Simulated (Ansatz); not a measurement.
One change: `NC(=O)[SiH3]` becomes `NC(=O)CO`.

Ansatz, PBE0-D4/def2-TZVP geometries, multiplicity 1. Each molecule was computed in one conformer, which needn't be the lowest.

```
                                          property  `NC(=O)[SiH3]`
size of the dipole moment (ωB97M-V/def2-TZVPP) / D            3.59
             LUMO energy (ωB97M-V/def2-TZVPP) / eV            1.80
                HOMO energy (PBE0/def2-TZVPP) / eV           -7.13
              HOMO–LUMO gap (PBE0/def2-TZVPP) / eV            6.81
               LUMO energy (B3LYP/def2-TZVPP) / eV           -0.55
           HOMO–LUMO gap (ωB97M-V/def2-TZVPP) / eV           11.26
```

(1) Give the same properties after the change, and the shifts. (An estimate is asked.)

Answers

(1) Ansatz gave: 
| property | `NC(=O)CO` | shift |
| --- | --- | --- |
| size of the dipole moment (ωB97M-V/def2-TZVPP) / D | 3.20 | -0.39 |
| LUMO energy (ωB97M-V/def2-TZVPP) / eV | 1.95 | 0.15 |
| HOMO energy (PBE0/def2-TZVPP) / eV | -7.20 | -0.07 |
| HOMO–LUMO gap (PBE0/def2-TZVPP) / eV | 7.70 | 0.89 |
| LUMO energy (B3LYP/def2-TZVPP) / eV | 0.12 | 0.67 |
| HOMO–LUMO gap (ωB97M-V/def2-TZVPP) / eV | 11.58 | 0.32 |

With PBE0 the HOMO falls by 0.07 eV and the LUMO rises by 0.82 eV, so the gap widens by about 0.89 eV. PBE moves the HOMO by 0.09 eV and ωB97M-V by -0.17 eV. Dipoles are sizes alone; their direction can turn.

B3LYP here is the variant with VWN-RPA as its local correlation; programs differ in this.
